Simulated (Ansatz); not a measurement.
C$_{4}$H$_{10}$Cl$_{2}$GaN, SMILES `CC[N](CC)[Ga]([Cl])[Cl]` from Hartree–Fock to CCSD(T)

Cartesian coordinates in Å:
```
C 1.096 0.599 1.890
C 0.474 -0.510 1.056
N 0.309 -0.160 -0.343
C -0.821 0.692 -0.669
C -2.146 -0.051 -0.721
Ga 1.443 -0.752 -1.606
Cl 1.199 -0.174 -3.640
Cl 3.055 -2.046 -1.098
H 0.506 1.517 1.846
H 2.104 0.826 1.534
H 1.165 0.298 2.939
H 1.098 -1.405 1.127
H -0.500 -0.788 1.477
H -0.882 1.508 0.062
H -0.639 1.168 -1.636
H -2.966 0.640 -0.933
H -2.128 -0.811 -1.507
H -2.367 -0.549 0.225
```

Charge 0, multiplicity 1. Correlated methods include outer-core shells of Ga, which these sets cover unevenly. Scalar relativity is left out up to krypton. All single points use the PBE0-D4/def2-TZVP geometry. It is one conformer, not always the lowest. Frozen core, restricted reference, the Gaussian-basis code of Ansatz.

```json
{"basis": "def2-SVP", "HF (Eh)": "-3053.44062", "MP2 corr.": "-1.21721", "CCSD corr.": "-1.28937", "(T)": "-0.03859", "CCSD(T) total": "-3054.76858"}
{"basis": "def2-TZVPP", "HF (Eh)": "-3054.23421", "MP2 corr.": "?", "CCSD corr.": "-1.57938", "(T)": "?", "CCSD(T) total": "?"}
{"basis": "def2-QZVPP", "HF (Eh)": "?", "MP2 corr.": "?", "CCSD corr.": "–", "(T)": "–", "CCSD(T) total": "–"}
```

**Question.** Fill in the withheld values. (Best estimate.)

**Answer.** Ansatz gave: def2-TZVPP MP2 corr.: -1.50959; def2-TZVPP (T): -0.06713; def2-TZVPP CCSD(T) total: -3055.88072; def2-QZVPP HF (Eh): -3054.30965; def2-QZVPP MP2 corr.: -1.85413.
